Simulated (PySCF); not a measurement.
AlH₄, SMILES [AlH4-], charge -1.

The structure is a stationary point at PBE0-D3(BJ)/def2-TZVPD. The isomer is the one that the SMILES or the coordinates give; other isomers of the formula were not compared.

Two levels are set side by side: PBE/def2-TZVPD (PySCF) and M06-2X/def2-TZVPD (PySCF). Same geometry, gas phase. Differences are taken from unrounded values.

| quantity | M06-2X |
|---|---|
| orbital gap (eV) | 7.37 |
| highest occupied level (eV) | -3.44 |
| lowest empty level (eV) | 3.92 |
| mean polarisability (bohr³) | 56.2 |

Q: What does PBE give, and how far is it from M06-2X? (The exact figures need the calculation; the answer reports its results.)

A: 
```json
[
 {"quantity": "orbital gap (eV)", "PBE": "4.77", "PBE minus M06-2X": "-2.59"},
 {"quantity": "highest occupied level (eV)", "PBE": "-1.13", "PBE minus M06-2X": "2.32"},
 {"quantity": "lowest empty level (eV)", "PBE": "3.65", "PBE minus M06-2X": "-0.28"},
 {"quantity": "mean polarisability (bohr³)", "PBE": "60.8", "PBE minus M06-2X": "4.6"}
]
```

Without exact exchange PBE keeps part of each electron's self-repulsion, which lifts occupied levels and narrows the gap. Loosely held outer electrons make PBE densities more polarisable. Differences between two approximate levels are no errors against the true value.

Rough cost on one machine, each run with all the roots and properties that it gave: M06-2X against PBE about 4 times.
